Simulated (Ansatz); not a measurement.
Ansatz results at the PBE0-D4/def2-TZVP geometry: size of the dipole moment (ωB97M-V/def2-TZVPP) 1.71 D; HOMO energy (ωB97M-V/def2-TZVPP) -11.32 eV; LUMO energy (PBE/def2-TZVPP) -0.07 eV.

Each molecule was computed in one conformer, which needn't be the lowest.

(1) Which molecule gave them?
A. H–F
B. `OCC(F)(F)F`
C. `C[SeH]`
D. `CNC`

Results:

(1) B. The others give `CNC`: 0.96, -8.75, 0.41; `C[SeH]`: 1.39, -8.70, -0.76; H–F: 1.84, -14.24, -0.08.
